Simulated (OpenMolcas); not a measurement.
# OpenMolcas run: O V

Input:

```
&GATEWAY
Coord
1

O 0.0 0.0 0.0
Basis=ANO-RCC-VDZ
Group=XYZ
NoMove
AngMom=0.0 0.0 0.0
AMFI
&SEWARD
&RASSCF
FileOrb=start.orb
Symmetry=1
Spin=3
nActEl=2 0 0
Inactive=1 0
Ras2=1 3
CIRoot=3 3 1
SDav=3
CIMx=300
Iter=120 100
PrWF=0.3
OrbListing=Nothing
MaxOrb=0
Atom
>>> COPY $Project.JobIph JOB001
&RASSCF
FileOrb=start.orb
Symmetry=1
Spin=1
nActEl=2 0 0
Inactive=1 0
Ras2=1 3
CIRoot=7 7 1
SDav=7
CIMx=300
Iter=120 100
PrWF=0.3
OrbListing=Nothing
MaxOrb=0
Atom
>>> COPY $Project.JobIph JOB002
&RASSCF
FileOrb=start.orb
Symmetry=2
Spin=3
nActEl=2 0 0
Inactive=1 0
Ras2=1 3
CIRoot=3 3 1
SDav=3
CIMx=300
Iter=120 100
PrWF=0.3
OrbListing=Nothing
MaxOrb=0
Atom
>>> COPY $Project.JobIph JOB003
&RASSCF
FileOrb=start.orb
Symmetry=2
Spin=1
nActEl=2 0 0
Inactive=1 0
Ras2=1 3
CIRoot=3 3 1
SDav=3
CIMx=300
Iter=120 100
PrWF=0.3
OrbListing=Nothing
MaxOrb=0
Atom
>>> COPY $Project.JobIph JOB004
&RASSI
NrOfJobIphs=4 3 7 3 3
1 2 3
1 2 3 4 5 6 7
1 2 3
1 2 3
IphNames
JOB001
JOB002
JOB003
JOB004
EJob
SpinOrbit
DIPRint=1.0
SOCoupling=1000.0
Subsets=2
MEES
Property=10
'ANGMOM' 1 'ANGMOM' 2 'ANGMOM' 3 'MLTPL  1' 1 'MLTPL  1' 2 'MLTPL  1' 3
'AMFI' 1 'AMFI' 2 'AMFI' 3 'MLTPL  2' 6
SOProperty=3
'ANGMOM' 1 'ANGMOM' 2 'ANGMOM' 3
```

Launched by
```bash
OMP_NUM_THREADS=1 MOLCAS_MEM=2252 MOLCAS_PROJECT=a pymolcas a.inp > a.log  # once for each step of the input, in one work folder
```

A driver script runs the steps one by one and writes start.orb anew before each from the orbitals found so far.

Output, cut to the results:

```
--- SEWARD ---
Basis set label: O.ANO-RCC...3S2P.

      Electronic valence basis set:
      ------------------
      Associated Effective Charge   8.000000 au
      Associated Actual Charge      8.000000 au
      Nuclear Model: Point charge

      Shell  nPrim  nBasis  Cartesian Spherical Contaminant
         s      14       3        X
         p       9       2        X
                  Relativistic Douglas-Kroll-Hess integrals:
                    - DKH order of Hamiltonian: 2
                    - DKH order of Properties : 0
                  Atomic mean-field integrals
--- RASSCF ---
Wave function specifications:
      -----------------------------

      Number of closed shell electrons           2
      Number of electrons in active shells       2
      Max number of holes in RAS1 space          0
      Max nr of electrons in RAS3 space          0
      Number of inactive orbitals                1
      Number of active orbitals                  4
      Number of secondary orbitals               4
      Spin quantum number                      1.0
      State symmetry                             1
Orbital specifications:
      -----------------------

      Symmetry species                           1   2
                                                ag  au
      Frozen orbitals                            0   0
      Inactive orbitals                          1   0
      Active orbitals                            1   3
      RAS1 orbitals                              0   0
      RAS2 orbitals                              1   3
      RAS3 orbitals                              0   0
      Secondary orbitals                         1   3
      Deleted orbitals                           0   0
      Number of basis functions                  3   6
      Number of CSFs                             3
      Number of root(s) required                 3
      Iter CI   SX   CI       RASSCF       Energy    max ROT     max BLB   max BLB  Level Ln srch  Step   QN
          iter iter root      energy       change     param      element    value   shift minimum  type update
 Nr of preliminary CI iterations:   1
 ###############################################################################
 ###############################################################################
 ###                                                                         ###
 ###                                                                         ###
 ###    WARNING: Problems in orbital optimization.                           ###
 ###                                                                         ###
 ###                                                                         ###
 ###############################################################################
 ###############################################################################
  Warning: In symmetry  1, orbital p=   2 has diagonal density matrix element D(p,p) close to zero. D(p,p)=  0.000000E+00
        1   1    2    0   -67.30244789    0.00E+00   3.32E-09    1   2 1 -1.43E-07   0.50   0.00    SX    NO
        ...
 ###############################################################################
 ###############################################################################
  Warning: In symmetry  1, orbital p=   2 has diagonal density matrix element D(p,p) close to zero. D(p,p)=  0.000000E+00
        4   1    1    0   -67.30244789   -1.42E-14   0.00E+00    1   2 1 -9.55E-09   0.50   0.00    SX    NO
      Convergence after  4 iterations
        5   1    1    0   -67.30244789    1.42E-14   0.00E+00    1   2 1 -9.55E-09   0.50   0.00    SX    NO
      Natural orbitals and occupation numbers for root  1
      sym 1:   0.000000
      sym 2:   0.000000   1.000000   1.000000
      Natural orbitals and occupation numbers for root  2
      sym 1:   0.000000
      sym 2:   1.000000   0.000000   1.000000
      Natural orbitals and occupation numbers for root  3
      sym 1:   0.000000
      sym 2:   1.000000   1.000000   0.000000
::    RASSCF root number  1 Total energy:    -67.30244789
::    RASSCF root number  2 Total energy:    -67.30244789
::    RASSCF root number  3 Total energy:    -67.30244789
--- RASSCF ---
Wave function specifications:
      -----------------------------

      Number of closed shell electrons           2
      Number of electrons in active shells       2
      Max number of holes in RAS1 space          0
      Max nr of electrons in RAS3 space          0
...
--- RASSI ---
SPIN-FREE ENERGIES:
  (Shifted by EMIN (a.u.) =        -68.3841357962)

 SF State       Relative EMIN(au)   Rel lowest level(eV)    D:o, cm**(-1)      L_eff

     4             0.0000000000        0.0000000000              0.0000         0.0
    11             0.4290546003       11.6751704486          94166.6002         1.0
    12             0.4290546003       11.6751704486          94166.6002         1.0
    13             0.4290546003       11.6751704486          94166.6002         1.0
    14             0.8162898541       22.2123785072         179154.9148         1.0
    15             0.8162898541       22.2123785072         179154.9148         1.0
    16             0.8162898541       22.2123785072         179154.9148         1.0
     2             1.0816879080       29.4342274613         237403.0549         1.0
     3             1.0816879080       29.4342274613         237403.0549         1.0
     1             1.0816879080       29.4342274613         237403.0549         1.0
     8             1.1882813474       32.3347827138         260797.6107         2.0
     9             1.1882813474       32.3347827138         260797.6107         2.0
     5             1.1882813474       32.3347827138         260797.6107         2.0
     6             1.1882813474       32.3347827138         260797.6107         2.0
     7             1.1882813474       32.3347827138         260797.6107         2.0
    10             1.4312229086       38.9455593702         314117.1203         0.0
     Dipole printing threshold changed to   1.00000000E+00

++ Dipole transition strengths (spin-free states):
   -----------------------------------------------
     for osc. strength at least  1.00000000E+00

  ( Max oscillator strength is only   0.22014687451528611      )
--
Eigenvalues of complex Hamiltonian:
   -----------------------------------
  (Shifted by EMIN (a.u.) =        -68.3841357962)

...
```

Levels above the lowest, from the spin-orbit matrix, grouped by J:

```csv
Configuration,Term,J,E (cm-1),Measured (cm-1),g,Term weight %
2s2,1S,0,0.0,0.0,,100
2s 2p,3P*,0,93939,81942,,100
2s 2p,3P*,1,94053,82079,1.501,100
2s 2p,3P*,2,94280,82385,1.501,100
2s 2p,1P*,1,179155,158798,1.000,100
2p2,3P,0,237175,213462,,100
2p2,3P,1,237290,213618,1.501,100
2p2,3P,2,237515,213887,1.501,100
2p2,1D,2,260799,231721,1.000,100
2p2,1S,0,314118,287910,,100
```

Against the 9 measured excited levels shown (Moore, Selected Tables of Atomic Spectra, NSRDS-NBS 3, section 9) the mean absolute deviation is 20000 cm-1; the largest miss in energy is 2p2 1D2: computed 260799, measured 231721 cm-1 (+12.5 %).

The basis is small and was not contracted for so high a charge. Computed and measured levels are paired by configuration, term and J; levels that our copy of the source lacks, or whose pairing is in doubt (as where it misses far off the trend of its configuration), stay unpaired and out of the deviations. Levels of configurations outside the active space are missing.

The term weight is that of the spin-free term in the level, not the purity of its configuration. * marks odd parity.
